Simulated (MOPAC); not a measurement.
A run for MOPAC: PM3 on ClF-, 2S+1 = 2, a spin state set in the input, which need not be the lowest, a point of a bond scan (R = 2.374 Å). Charge -1.

```
PM3 1SCF PRECISE CHARGE=-1 UHF MS=0.5 THREADS=1
ClF

F      0.00000000 1     0.00000000 1     0.00000000 1
Cl     0.00000000 1     0.00000000 1     2.37374800 1
```

It printed:

```
*******************************************************************************
 **                                                                           **
 **                              MOPAC v23.2.5                                **
 **                                                                           **
 *******************************************************************************
 ** MOPAC's Digital Object Identifier: https://doi.org/10.5281/zenodo.6511958 **
 **                                                                           **
 ** Please cite the open-source release paper for use of this MOPAC version:  **
 ** J. E. Moussa and J. J. P. Stewart (2026)                                  **
 ** MOPAC: An open-source semiempirical molecular orbital program             **
 ** J. Open Source Softw., 11(119), 8025, https://doi.org/10.21105/joss.08025 **
 *******************************************************************************

                              PM3 CALCULATION RESULTS

 *******************************************************************************
 *  PM3        - The PM3 Hamiltonian to be used
 *  UHF        - UNRESTRICTED HARTREE-FOCK CALCULATION
 *
 *
 *
 *                 CHARGE ON SYSTEM = -1
 *
 *
 *
 *  MS=        - IN MECI, MAGNETIC COMPONENT OF SPIN =  0.5
 *  PRECISE    - TIGHTER CRITERIA TO BE USED
 *  1SCF       - DO 1 SCF AND THEN STOP
 *  THREADS=1  - MULTI-THREADING NOT USED
 *  T=         - A TIME OF 172800.0 SECONDS REQUESTED
 *  DUMP=N     - RESTART FILE WRITTEN EVERY 7200.0 SECONDS REQUESTED
 *******************************************************************************
PM3 1SCF PRECISE CHARGE=-1 UHF MS=0.5 THREADS=1
 ClF

   ATOM   CHEMICAL          X               Y               Z
  NUMBER   SYMBOL      (ANGSTROMS)     (ANGSTROMS)     (ANGSTROMS)

     1       F          0.00000000  *   0.00000000  *   0.00000000  *
     2      Cl          0.00000000  *   0.00000000  *   2.37374800  *



          CARTESIAN COORDINATES

    NO.       ATOM           X           Y           Z

     1         F          0.0000      0.0000      0.0000
     2        Cl          0.0000      0.0000      2.3737

  F: (PM3): J. J. P. STEWART, J. COMP. CHEM. 10, 209 (1989).
 Cl: (PM3): J. J. P. STEWART, J. COMP. CHEM. 10, 209 (1989).

           Empirical Formula: F Cl  =     2 atoms



      MOLECULAR POINT GROUP   :   C*v


          UHF CALCULATION, NO. OF ALPHA ELECTRONS =    8
                           NO. OF BETA  ELECTRONS =    7

 -------------------------------------------------------------------------------
 PM3 1SCF PRECISE CHARGE=-1 UHF MS=0.5 THREADS=1
 ClF



     1SCF WAS SPECIFIED, SO BFGS WAS NOT USED
     SCF FIELD WAS ACHIEVED


                              PM3 CALCULATION
                                                       MOPAC v23.2.5 Linux




          FINAL HEAT OF FORMATION =        -45.03615 KCAL/MOL =    -188.43127 KJ/MOL


          COSMO AREA              =         72.44 SQUARE ANGSTROMS
          COSMO VOLUME            =         53.36 CUBIC ANGSTROMS

          IONIZATION POTENTIAL    =          3.961706 EV
          ALPHA SOMO LUMO (EV)    =         -3.962
          BETA  SOMO LUMO (EV)    =         -4.218  3.999
          NO. OF ALPHA ELECTRONS  =          8
          NO. OF BETA  ELECTRONS  =          7
          MOLECULAR WEIGHT        =         54.4514         POINT GROUP:  C*v

          MOLECULAR DIMENSIONS (Angstroms)

            Atom       Atom       Distance
           Cl     2    F     1     2.37375
           Cl     2    F     1     0.00000
            F     1   Cl     2     0.00000


          SCF CALCULATIONS        =          1





   ATOM   CHEMICAL          X               Y               Z
  NUMBER   SYMBOL      (ANGSTROMS)     (ANGSTROMS)     (ANGSTROMS)

     1       F          0.00000000  *   0.00000000  *   0.00000000  *
     2      Cl          0.00000000  *   0.00000000  *   2.37374800  *

                             CARTESIAN COORDINATES

   1    F        0.000000000     0.000000000     0.000000000
   2   Cl        0.000000000     0.000000000     2.373748000


           Empirical Formula: F Cl  =     2 atoms



      MOLECULAR POINT GROUP   :   C*v


          ALPHA EIGENVALUES
 -47.68858 -13.47698  -9.33387  -8.89630  -8.89630  -4.22443  -4.22443  -3.96171


           BETA EIGENVALUES
 -46.72879 -13.02389  -8.74752  -8.74752  -4.48109  -4.21819  -4.21819   3.99928


              NET ATOMIC CHARGES AND DIPOLE CONTRIBUTIONS

  ATOM NO.   TYPE          CHARGE      No. of ELECS.   s-Pop       p-Pop
    1          F          -0.280656        7.2807     1.98828     5.29238
    2         Cl          -0.719344        7.7193     1.99919     5.72016
 DIPOLE           X         Y         Z       TOTAL
 POINT-CHG.     0.000     0.000    -0.778     0.778
 HYBRID        -0.000     0.000     0.074     0.074
 SUM           -0.000     0.000    -0.704     0.704


          ATOMIC ORBITAL ELECTRON POPULATIONS

     Atom    s        px        py        pz
    1  F   1.98828   2.00000   2.00000   1.29238
    2 Cl   1.99919   2.00000   2.00000   1.72016


                    (SZ)    =    0.500000
                    (S**2)  =    0.750000


          ATOMIC ORBITAL SPIN POPULATIONS

    Atom   Total    s     px     py     pz
         Atomic
    1  F  0.7193  0.012 -0.000  0.000  0.708
    2 Cl  0.2807  0.001  0.000  0.000  0.280

 **********************
 *                    *
 * JOB ENDED NORMALLY *
 *                    *
 **********************




 == MOPAC DONE ==
```

The run finished.

Cost: about 0.020 core-seconds (a rough figure).
